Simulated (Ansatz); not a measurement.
Sn₁₀H₁₆, a cluster cut from cubic tin. Total charge 0; triplet. Geometry PBE-D4/def2-SVP, that of the neutral singlet; atoms count from 1.

```xyz
26

Sn    2.373   -0.802   -1.284
Sn   -2.180   -1.442   -1.062
Sn   -0.408    2.762   -0.416
Sn    0.208   -0.513    2.766
Sn    1.964    1.953   -1.698
Sn   -2.580    1.314   -1.473
Sn    0.197   -2.239   -2.344
Sn    2.582   -1.311    1.478
Sn   -1.962   -1.955    1.697
Sn   -0.200    2.240    2.343
H     3.843   -1.299   -2.076
H    -3.525   -2.337   -1.716
H    -0.660    4.468   -0.674
H     0.337   -0.828    4.473
H     1.861    2.290   -3.399
H     3.313    2.852   -1.074
H    -2.729    1.641   -3.172
H    -4.060    1.819   -0.718
H     0.076   -1.952   -4.053
H     0.446   -3.944   -2.123
H     2.859   -3.005    1.747
H     3.939   -0.452    2.139
H    -1.728   -3.657    1.962
H    -3.431   -1.505    2.508
H     1.118    3.149    3.017
H    -1.651    2.755    3.150
```

In the def2 sets Sn takes a core potential; there is no spin–orbit coupling. Single mean-field runs in def2-TZVP are fitted with def2-universal-jkfit. At PBE0-D4/def2-TZVP a singlet of charge 0 lies 4.14 eV below the triplet at the same geometry.

Q: Estimate the Mulliken populations from the PBE0/def2-TZVP orbitals of Ansatz.

A: 
| atom | charge (e) | spin (α − β) |
| --- | --- | --- |
| Sn1 | 0.08 | 0.43 |
| Sn2 | 0.04 | 0.00 |
| Sn3 | 0.04 | 0.00 |
| Sn4 | 0.05 | 0.32 |
| Sn5 | 0.03 | 0.09 |
| Sn6 | 0.06 | 0.00 |
| Sn7 | 0.03 | 0.09 |
| Sn8 | 0.10 | 0.59 |
| Sn9 | 0.05 | 0.04 |
| Sn10 | 0.05 | 0.03 |
| H11 | -0.05 | 0.11 |
| H12 | -0.03 | 0.02 |
| H13 | -0.03 | 0.02 |
| H14 | -0.04 | 0.10 |
| H15 | -0.03 | 0.03 |
| H16 | -0.03 | 0.00 |
| H17 | -0.03 | 0.00 |
| H18 | -0.03 | 0.00 |
| H19 | -0.03 | 0.04 |
| H20 | -0.03 | 0.00 |
| H21 | -0.04 | 0.03 |
| H22 | -0.05 | 0.04 |
| H23 | -0.03 | 0.00 |
| H24 | -0.03 | 0.02 |
| H25 | -0.03 | 0.00 |
| H26 | -0.03 | 0.02 |
Mulliken values depend strongly on the basis.

Q: Where does the spin sit?

A: Summed by element: Sn 1.59, H 0.41, of 2 unpaired in all. Largest on single atoms: Sn8 0.59, Sn1 0.43, Sn4 0.32.

Q: And the Mayer bond orders between heavy atoms (over 0.3)?

A: Sn1–Sn5 0.80 (2.82 Å); Sn1–Sn7 0.80 (2.82 Å); Sn1–Sn8 0.37 (2.82 Å); Sn2–Sn6 0.86 (2.82 Å); Sn2–Sn7 0.85 (2.82 Å); Sn2–Sn9 0.85 (2.81 Å); Sn3–Sn5 0.85 (2.82 Å); Sn3–Sn6 0.86 (2.82 Å); Sn3–Sn10 0.85 (2.82 Å); Sn4–Sn8 0.56 (2.82 Å); Sn4–Sn9 0.83 (2.82 Å); Sn4–Sn10 0.83 (2.82 Å).
